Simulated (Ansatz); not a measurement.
GeHO (SMILES [OH+]=[Ge]) moved off its minimum; all values from Ansatz (a first-principles code), cores frozen in correlated methods.
(charge 1, multiplicity 1)
```xyz
3

O      0.0298    -0.0780    -1.1818
Ge     0.0138     0.0858     0.3031
H      0.0523     0.0783    -2.3747
```

| level | largest force (eV/Å) | on atom | rms difference from CCSD(T)/aug-cc-pVTZ (eV/Å) | dipole (D) |
|---|---|---|---|---|
| HF/def2-TZVPP | 17.41 | O1 | 0.599 | - |
| PBE/def2-TZVPP | 17.02 | O1 | 0.324 | - |
| r2SCAN/def2-TZVPP | 16.62 | O1 | 0.502 | - |
| B3LYP/def2-TZVPP | 17.12 | O1 | 0.272 | - |
| wB97M-V/def2-TZVPP | 16.99 | O1 | 0.366 | - |
| MP2/aug-cc-pVTZ | 17.76 | O1 | 0.045 | - |
| CCSD(T)/aug-cc-pVTZ | 17.77 | O1 | 0.000 | - |

The differences count from one level among others, with limits of its own. Forces at CCSD(T)/aug-cc-pVTZ (eV/Å):

| atom | Fx | Fy | Fz |
|---|---|---|---|
| O1 | 0.244 | -0.393 | -17.765 |
| Ge2 | -0.135 | 1.246 | 12.218 |
| H3 | -0.109 | -0.853 | 5.547 |
